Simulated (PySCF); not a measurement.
# Stretching ScO

Set-up: Sc def2-TZVP, O def2-TZVP; no relativity (PySCF 2.14). Energies in eV from Sc (3d1 4s2) + O in their ground configurations at the same level. All curves are PBE0. state 1: ²Σ⁺ (doublet), unpaired electrons σ ↑; state 2: ²Δ (doublet), unpaired electrons δ ↑, a second solution, started from another occupation; state 3: ²Π (doublet), unpaired electrons π ↑, a second solution, started from another occupation; state 4: quartet, unpaired electrons σ ↑, π ↑, δ ↑, a mixture of terms (⟨Lz²⟩ = 5.0), a second solution, started from another occupation.

```
R (Å)  state 1  state 2  state 3  state 4
1.419   -5.213   -3.352   -2.888    1.664
1.485   -6.131   -4.359   -3.870   -0.129
1.551   -6.660   -4.996   -4.482   -1.464
1.601   -6.855   -5.281   -4.749   -2.218
1.650   -6.910   -5.432   -4.884   -2.799
1.700   -6.854   -5.475   -4.913   -3.234
1.766   -6.644   -5.399   -4.825   -3.633
1.848   -6.228   -5.148   -4.568   -3.905
1.947   -5.590   -4.702   -4.126   -3.999
2.079   -4.637   -3.993   -3.442   -3.873
```

Q: Put a parabola through the three lowest points of the state 1 curve and estimate Re, k and ωe (reduced mass 11.8 u; 1 eV/Å² = 0.16022 mdyn/Å; ωe = 1302.8·√(k/μ) cm⁻¹).

A: Through R = 1.601, 1.65, 1.7 Å the second-order coefficient is 22.7 eV/Å², so Re ≈ 1.650 Å, k ≈ 7.26 mdyn/Å and ωe ≈ 1022 cm⁻¹. A polynomial fit of higher order to the unrounded PBE0 energies gives Re = 1.648 Å, k = 7.35 mdyn/Å, ωe = 1028 cm⁻¹; anharmonicity and rounding make the difference.

The higher-order fit for each curve: state 1: Re = 1.648 Å, ωe = 1028 cm⁻¹, De = 6.91 eV; state 2: Re = 1.697 Å, ωe = 910 cm⁻¹, minimum 5.47 eV below the ground-state fragments; state 3: Re = 1.690 Å, ωe = 907 cm⁻¹, minimum 4.91 eV below the ground-state fragments; state 4: Re = 1.945 Å, ωe = 627 cm⁻¹, minimum 4.00 eV below the ground-state fragments.

The metal atom is held in its measured ground configuration; semilocal functionals can put another filling of s and d lower by some tenths of an eV, and De to that atom would be smaller. ⟨S²⟩ of the unrestricted solution departs from its pure value on part of the curve, where spin states mix. Counting both spins, an empty level lies below a filled one in some of these solutions, because spin and occupation are held. The state is the lowest single determinant that the PBE0 search found; with open d or f shells the true ground state can be another one.
